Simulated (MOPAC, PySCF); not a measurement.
The same groups moved round the core (naphthalene boryl). Isolated molecules, 0 K electronic values unless said otherwise. One relaxed conformer stands for each flexible species; it need not be the lowest. Strings in code marks are SMILES.

Quantity: electronic energy of isomers of C10H9B relative to `Bc1ccc2ccccc2c1` (H–B–C–C torsion 0°), in kJ/mol. Semi-empirical values (MOPAC) are differences of heats of formation.

Level 1: PBE-D3(BJ)/def2-TZVP // PBE0-D3(BJ)/def2-SVP (PySCF)
Level 2: B3LYP/3-21G // PBE0-D3(BJ)/def2-SVP (PySCF)
Level 3: PM6 // PBE0-D3(BJ)/def2-SVP (MOPAC)
Level 4: PM7 // PBE0-D3(BJ)/def2-SVP (MOPAC)

| species | level 2 | level 3 | level 4 |
|---|---|---|---|
| `Bc1cccc2ccccc12` (H–B–C–C torsion 180°) | 5.01 | 3.78 | 3.56 |

Problem. What does level 1 give for each?

Solution. 
- `Bc1cccc2ccccc12` (H–B–C–C torsion 180°): 3.88
